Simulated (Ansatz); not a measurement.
Input for Ansatz (an electronic-structure program): R-CCSD(T)/aug-cc-pVDZ on BGeH5O (SMILES B[O][GeH3]).

Ansatz 0.2 input:
```yaml
crystal:
  periodic: [false, false, false]
  atoms:
    - {symbol: O, position_ang: [0.68624746, -0.53919326, -0.00000000]}
    - {symbol: Ge, position_ang: [-1.12560199, -0.50801728, -0.00000000]}
    - {symbol: H, position_ang: [-1.53505584, -1.98386191, 0.00000000]}
    - {symbol: H, position_ang: [-1.58348943, 0.22252157, -1.27068552]}
    - {symbol: H, position_ang: [-1.58348943, 0.22252157, 1.27068552]}
    - {symbol: B, position_ang: [1.47602985, 0.54805482, -0.00000000]}
    - {symbol: H, position_ang: [1.00436239, 1.65577737, -0.00000000]}
    - {symbol: H, position_ang: [2.66119701, 0.38209713, 0.00000000]}
basis:
  gaussian:
    orbitals: aug-cc-pVDZ
magnetization: {spin_polarized: false}
correlation: {method: ccsd_t, electrons: outside_noble_gas}
scf: {lower_state_search: off}
```

Problem. Give the final energy of this run.

Solution. -2178.2914 hartree (reference determinant -2177.8475, T1 diagnostic 0.015).

Problem. How many basis functions does it have, and what does it roughly cost on one machine?

Solution. 127 functions; about 14 core-seconds (a rough figure).
